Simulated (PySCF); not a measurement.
Vertical excitations of a molecule C3H7FSi from TDA-M06-2X/def2-SVPD in PySCF, as energy in eV (oscillator strength): 7.85 (0.012), 8.07 (0.008), 8.10 (0.006), 8.30 (0.002), 8.43 (0.005), 8.55 (0.015), 8.64 (0.133), 8.71 (0.061), 8.77 (0.031), 8.87 (0.028). Lowest triplet (TDA): 7.66 eV. Geometry: B3LYP-D3(BJ)/def2-SVP. The values are those of a single conformer.

### Question
Pick the molecule that these values belong to.
A) C/C(F)=C/[SiH3]
B) C=C(F)C[SiH3]
C) F[C@H]1C[C@@H]1[SiH3]
D) F/C=C\C[SiH3]

### Answer
C, F[C@H]1C[C@@H]1[SiH3]
